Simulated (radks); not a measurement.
Values are calculated unless marked as measured or tabulated.
All-electron atom: Sn V in [Kr] 4d10. Code: a radial shooting solver on a logarithmic mesh with Libxc functionals. Model: Dirac Kohn-Sham, PBE, spin-unpolarised, spherical densities, finite nucleus; Fermi nuclear charge, rms radius 4.6519 fm.

Radial electron density D(r) = 4 pi r^2 rho(r):

```
   r/bohr * D(r) (the largest magnitude, 81.9, reaches the edge; | marks zero)
 0.001921 |  *
 0.002501 |    *
  0.00323 |       *
 0.004207 |          *
 0.005477 |               *
 0.007075 |                     *
 0.009213 |                            *
   0.0119 |                                   *
   0.0155 |                                         *
  0.02002 |                                           *
  0.02607 |                                         *
  0.03367 |                                      *
  0.04384 |                                     *
  0.05664 |                                          *
  0.07375 |                                                   *
  0.09526 |                                                      *
    0.124 |                                              *
   0.1615 |                                      *
   0.2086 |                                        *
   0.2717 |                                            *
   0.3509 |                                  *
    0.457 |                 *
   0.5903 |             *
   0.7686 |               *
   0.9929 |            *
    1.293 |      *
     1.67 | *
    2.175 *
    2.809 *
    3.658 *
```

D(r) has 4 maxima, at r = 0.0205, 0.0901, 0.263, 0.787 bohr, and minima at 0.0402, 0.172, 0.572 bohr, inside which lie 2.03, 11.16, 29.00 electrons.
